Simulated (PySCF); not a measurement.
A side-by-side comparison of computed properties.

First species: C4H9Cl.
Numbering: `[CH3:1][CH:2]([CH3:3])[CH2:4][Cl:5]` (hydrogens: H6, H7, H8 on C1; H9 on C2; H10, H11, H12 on C3; H13, H14 on C4)

Second species: C7H9N.
InChI=1S/C7H9N/c1-7(2)8-5-3-4-6-8/h3-6H,1H2,2H3

Levels: CAM-B3LYP/def2-SVPD for dipole moment, HOMO energy, LUMO energy, HOMO–LUMO gap, static isotropic polarisability and electronic spatial extent ⟨r²⟩ about the centre of nuclear charge; TDDFT CAM-B3LYP/def2-SVPD for lowest singlet excitation; TDA CAM-B3LYP/def2-SVPD for lowest triplet excitation (Tamm–Dancoff); GFN2-xTB for rotational constant A and rotational constant C. Geometries: GFN2-xTB. Each structure is a single optimised conformer of the isolated species, non-relativistic unless stated; the electronic structure was computed with PySCF and density fitting.

Dipoles, sizes and rotational constants follow the conformer. The torsions of the flexible species, by atom-mapped SMILES:
- `[CH3:1][CH:2]([CH3:3])[CH2:4][Cl:5]`: C1–C2–C4–Cl5 65°
- `[CH2:1]=[C:2]([CH3:3])[n:4]1[cH:5][cH:6][cH:7][cH:8]1`: C1–C2–N4–C5 -179°

Which has the higher rotational constant A?

The first: 7.618 GHz against 4.754 GHz, a difference of 2.864 GHz.

Which has the higher HOMO energy?

The second: -7.49 eV against -9.74 eV, a difference of 2.25 eV.

Which has the higher HOMO–LUMO gap?

The first: 10.94 eV against 8.11 eV, a difference of 2.83 eV.

Which of the two has the higher T1 energy, and by how much?

The first: 6.79 eV against 3.72 eV, a difference of 3.07 eV.

Which of the two has the higher LUMO energy, and by how much?

The first: 1.20 eV against 0.62 eV, a difference of 0.58 eV.

Which of the two has the higher ⟨r²⟩, and by how much?

The second: 962 bohr² against 689 bohr², a difference of 273 bohr².

Which of the two has the higher rotational constant C, and by how much?

The first: 1.821 GHz against 1.255 GHz, a difference of 0.566 GHz.

Which has the higher static isotropic polarisability?

The second: 89.3 au against 64.0 au, a difference of 25.3 au.

On the first: S1 lies 3.49 eV below the HOMO–LUMO gap. No computed singlet falls in the visible range (750 to 380 nm, 1.65 to 3.26 eV); S1 lies 4.19 eV above its blue end.

On the second: No computed singlet falls in the visible range (750 to 380 nm, 1.65 to 3.26 eV); S1 lies 1.99 eV above its blue end. The principal polarisabilities are 56.8, 92.1 and 118.8 au; their mean is the isotropic value. GFN2-xTB frequencies show an imaginary mode (42i cm⁻¹), so this geometry is no minimum at that level.
